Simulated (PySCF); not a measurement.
**Towards the basis-set limit for NiO**

State: ³Σ⁻, triplet, unpaired electrons π ↑↑. De refers to Ni (3d8 4s2) + O. ROHF-based CCSD(T) in PySCF 2.14 with Ni aug-cc-pVDZ, O aug-cc-pVDZ and Ni aug-cc-pVTZ, O aug-cc-pVTZ (frozen core orbitals: 10; no relativity). Correlation energies are extrapolated as n⁻³ (n = 2, 3), Hartree–Fock as (n+1)·exp(−9√n).

```csv
Level,Re (Å),ωe (cm⁻¹),ωexe (cm⁻¹),αe (cm⁻¹),De (eV)
CCSD(T)/DZ,1.6637,803,n/a,n/a,3.828
CCSD(T)/TZ,1.6514,829,n/a,n/a,4.069
HF/CBS,1.6792,807.6,8.59,0.00457,-1.332
MP2/CBS,1.5913,845,n/a,n/a,3.617
CCSD/CBS,1.6092,948.8,n/a,n/a,3.178
CCSD(T)/CBS,1.6470,840,n/a,n/a,4.167
```

How much is left between CCSD(T)/TZ and the basis-set limit, and how much do the triples give at the limit?

CCSD(T)/CBS less CCSD(T)/TZ: -4.4 mÅ in Re, +10.8 cm⁻¹ in ωe and +0.098 eV in De. CCSD(T)/CBS less CCSD/CBS: +37.8 mÅ in Re, -109.1 cm⁻¹ in ωe and +0.989 eV in De.

The T1 diagnostic is 0.126, large enough to doubt a single reference. The state was picked by a PBE0 search and need not be the measured ground state. Spin–orbit coupling, excitations beyond (T) and corrections to the Born–Oppenheimer picture are left out.

The whole job (state search and all basis sets along the bond) took about 53 min on 4 threads of Arm Neoverse V1 (shared host), peak memory 15 GiB.
